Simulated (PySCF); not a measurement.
All numbers come from PBE0/[Si def2-TZVP, N def2-TZVP, Br def2-TZVP], no relativity, density fitting, PySCF. Open shells, if any, are unrestricted.

**Question.** What shape and geometry does isolated singlet BrSiN take (every ligand bound to Si)?

**Answer.** Counting electrons, silicon keeps none of its valence electrons outside its bonds, so the VSEPR class is AX2 and the expected shape is linear; with unlike ligands the computed point group is C∞v. The lowest minimum found is a singlet of C∞v symmetry with Si–Br 2.171 Å, Si–N 1.559 Å; Br–Si–N 180.0°. Its harmonic wavenumbers are 125 (π), 394 (σ+), 1264 (σ+) cm⁻¹ and its dipole moment is 4.62 D.

Other isomers or separated fragments may lie lower.
